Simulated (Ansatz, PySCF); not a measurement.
Energy difference R1 → 3 P1, each structure at its B3LYP-D3(BJ)/def2-TZVP stationary point, reached from a drawn start (curvature not checked).
R1, O3 (SMILES O=[O+][O-]) (charge 0, multiplicity 1):
```
atom    x (Å)   y (Å)    z (Å)
----  -------  ------  -------
O      0.0000  0.0000  -0.4286
O      1.0762  0.0000   0.2143
O     -1.0762  0.0000   0.2143
```
P1: O atom, charge 0, multiplicity 3.

| level | reaction energy (kcal/mol) |
|---|---|
| HF/cc-pVDZ | -65.79 |
| HF/cc-pVTZ | -55.49 |
| HF/cc-pVQZ | -54.47 |
| SVWN5/def2-TZVPP | 241.89 |
| PBE/def2-TZVPP | 184.49 |
| BLYP/def2-TZVPP | 169.05 |
| revPBE/def2-TZVPP | 167.53 |
| r2SCAN/def2-TZVPP | 151.69 |
| B97M-V/def2-TZVPP | 145.29 |
| B3LYP/def2-TZVPP | 140.21 |
| PBE0/def2-TZVPP | 139.47 |
| BHLYP/def2-TZVPP | 85.82 |
| M06-2X/def2-TZVPP | 130.72 |
| CAM-B3LYP/def2-TZVPP | 137.09 |
| wB97X-V/def2-TZVPP | 140.67 |
| wB97M-V/def2-TZVPP | 138.66 |
| B2PLYP/def2-TZVPP | 143.67 |
| MP2/cc-pVDZ | 135.21 |
| MP2/cc-pVTZ | 158.44 |
| MP2/cc-pVQZ | 166.42 |
| SCS-MP2/cc-pVDZ | 123.98 |
| SCS-MP2/cc-pVTZ | 147.22 |
| SCS-MP2/cc-pVQZ | 155.64 |
| CCSD/cc-pVDZ | 93.47 |
| CCSD/cc-pVTZ | 108.83 |
| CCSD/cc-pVQZ | 114.80 |
| CCSD(T)/cc-pVDZ | 111.75 |
| CCSD(T)/cc-pVTZ | 131.75 |
| CCSD(T)/cc-pVQZ | 138.74 |

P less R. No zero-point or thermal terms; singlets are restricted closed shells; open shells are unrestricted; no spin–orbit coupling.

Correlated levels freeze the cores.

Doubts at one or more of the structures used: other coupled-cluster roots may lie near (CCSD/cc-pVDZ, CCSD/cc-pVTZ, CCSD/cc-pVQZ, CCSD(T)/cc-pVDZ, CCSD(T)/cc-pVTZ, CCSD(T)/cc-pVQZ).

Run with Ansatz (Gaussian orbitals); PySCF for M06-2X. No computed number here is a measurement.

Ansatz is a first-principles code.
